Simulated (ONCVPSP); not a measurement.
**Configuration tests for Zn (ONCV)**

ONCVPSP 4.0.1 input, shortened (lines: element, Z, core and valence counts, functional; n l f; lmax; l rc ep ncon nbas qcut; lloc lpopt rc5 dvloc0; l nproj debl; icmod fcfact rcfact), PBE, scalar-relativistic:

```
  Zn 30.00    3    3        4      upf
    1    0    2.00
    2    0    2.00
    2    1    6.00
    3    0    2.00
    3    1    6.00
    3    2   10.00
    3
    0    0.85    0.00    3    6   14.20
    1    0.85    0.00    4    9   18.70
    2    1.15    0.00    5    9   12.20
    3    1.05    0.07    3    7   11.30
    4    5    0.75    0.00
    0    3    1.10
    1    2    3.50
    2    2    2.50
    3    2    4.00
    1    0.20    0.00
```

In the s channel the program set the typed energies aside and used -5.517, 0.250, 1.350 Ha. In the p channel the program set the typed energies aside and used -3.833, 0.250 Ha.

Energies are relative to the spin-unpolarised reference configuration 3s2 3p6 3d10; without spin polarisation the order of configurations can differ from experiment.

```tsv
valence configuration	charge	ΔE all-electron (eV)	error AE − PS (meV)
3s2 3p6 3d10 4s1	+1	-18.443	+3.1
3s2 3p6 3d9	+3	40.534	+14
3s2 3p6 3d10 4s1 4p1	0	-23.245	+4.4
```

Problem. What are ΔE and the potential's error for 3s2 3p6 3d10 4s2?

Solution. ΔE = -28.331 eV all-electron; the error (AE − PS) is +7.0 meV.

Levels in the configuration 3s2 3p6 3d9:

```
level  all-electron (eV)  pseudo (eV)
   3s           -171.079     -171.094
   3p           -125.064     -125.082
   3d            -50.718      -50.670
```
